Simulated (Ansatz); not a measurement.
(CsI)n off: binding per atom (eV) at several levels, gas phase, relaxed structures; Ansatz. Clusters are the lowest isomers that short searches found in that spin, judged at the geometry's level. Core potentials for Cs, I in the def2 sets, no spin–orbit coupling. Binding counts from free atoms in the multiplicity of their measured ground term, without zero-point energy. The structures are stationary points that may keep the symmetry of their start. Correlated methods freeze inner cores and use unrestricted references for open shells. Remarks come from the PBE and PBE0 runs and from stability tests at other levels; not every state was tested. HOMO above LUMO (over both spins in singlets and doublets, within one spin in higher multiplets; at PBE or PBE0), or a gap under 0.15 eV within one spin, warns that the state may not be the lowest or that an electron is smeared out.

| species | state | geometry | PBE-D4/def2-SVP | PBE-D4/def2-TZVP | r2SCANh-D4/def2-TZVP | PBE0-D4/def2-SVP | PBE0-D4/def2-TZVP | MP2/def2-TZVP | remarks |
| --- | --- | --- | --- | --- | --- | --- | --- | --- | --- |
| Cs2I | doublet | PBE-D4/def2-TZVP | 1.41 | 1.42 | 1.45 | 1.42 | 1.43 | 1.39 | – |
| Cs3I4 | doublet | PBE0-D4/def2-SVP | 2.09 | 2.09 | 2.12 | 2.10 | 2.09 | 2.09 | gap within one spin near zero |

(1) Estimate the rows for Cs3I2 (doublet, PBE-D4/def2-SVP geometry).

(1) 
```json
{"species": "Cs3I2", "state": "doublet", "geometry": "PBE-D4/def2-SVP", "PBE-D4/def2-SVP": "1.82", "PBE-D4/def2-TZVP": "1.82", "r2SCANh-D4/def2-TZVP": "1.85", "PBE0-D4/def2-SVP": "1.82", "PBE0-D4/def2-TZVP": "1.83", "MP2/def2-TZVP": "1.82"}
```
